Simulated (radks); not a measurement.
Valence configurations of Gd IV (all share [Xe]). Calculated with a radial shooting solver on a logarithmic mesh with Libxc functionals: Dirac Kohn-Sham, PBE, spin-unpolarised, spherical densities, finite nucleus; open shells fill j = l - 1/2 first; Fermi nuclear charge, rms radius 5.1569 fm. Energies are relative to 4f7; eigenvalues in eV.

valence	E (eV)	e(4f5/2)	e(4f7/2)	e(5d3/2)	e(6p1/2)	e(6p3/2)
4f7	0.000	-33.900	-33.141	-	-	-
4f6.5 6p0.5	8.632	-39.373	-38.584	-	-19.180	-
4f6 5d1	10.721	-40.924	-	-26.762	-	-
4f6 6s1	14.396	-44.206	-	-	-	-
4f5.5 5d1.5	18.518	-44.733	-	-27.678	-	-
4f6 6p1	19.466	-45.142	-	-	-20.345	-
4f5 5d2	27.803	-48.698	-	-28.587	-	-
4f5 6p2	49.244	-57.490	-	-	-22.535	-
4f4 6s1 6p2	83.762	-69.850	-	-	-24.133	-
4f4 6p3	90.879	-70.988	-	-	-24.658	-23.511

NIST lists [Xe] 4f7 as the ground configuration; this level of theory agrees among the configurations tried. The energies are those of spherical spin-averaged densities, not of single terms.
